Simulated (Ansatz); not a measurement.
CH7BFNSi (`C[SiH2]B(N)F`), relaxed with RKS PBE-D4/def2-SVP in the Gaussian-basis code of Ansatz from a rough embedded geometry. The force threshold is 0.03 eV/Å; the program also tests the step.

The species carries charge 0 and has multiplicity 1.

Start:

```xyz
12

C     1.448   -1.263    0.412
Si    0.652    0.328    0.145
B    -1.196    0.046   -0.302
N    -2.180    1.288   -0.624
F    -1.754   -1.267   -0.394
H     1.387   -1.949   -0.510
H     2.513   -1.159    0.664
H     0.929   -1.853    1.224
H     1.287    1.022   -0.929
H     0.732    1.136    1.388
H    -2.099    1.869    0.289
H    -1.719    1.803   -1.363
```

Question: How much energy does the relaxation release, and in how many steps? (Best estimate.)

Answer: Ansatz gave: 176.66 kJ/mol, in 21 steps.

Question: Which bonds change most? (Estimate.)

Answer: Computed: B3–N4 from 1.617 to 1.404 Å; Si2–B3 from 1.922 to 2.038 Å; C1–Si2 from 1.799 to 1.899 Å; Si2–H9 from 1.428 to 1.514 Å.

Question: Give the relaxed structure. (Best estimate.)

Answer: Ansatz gave: 
```xyz
12

C     1.504   -1.376    0.231
Si    0.749    0.364    0.329
B    -1.273    0.319    0.083
N    -1.955    1.192   -0.780
F    -2.011   -0.590    0.773
H     1.340   -1.824   -0.769
H     2.595   -1.356    0.428
H     1.027   -2.037    0.983
H     1.383    1.260   -0.714
H     1.092    0.972    1.670
H    -2.971    1.176   -0.895
H    -1.480    1.898   -1.339
```
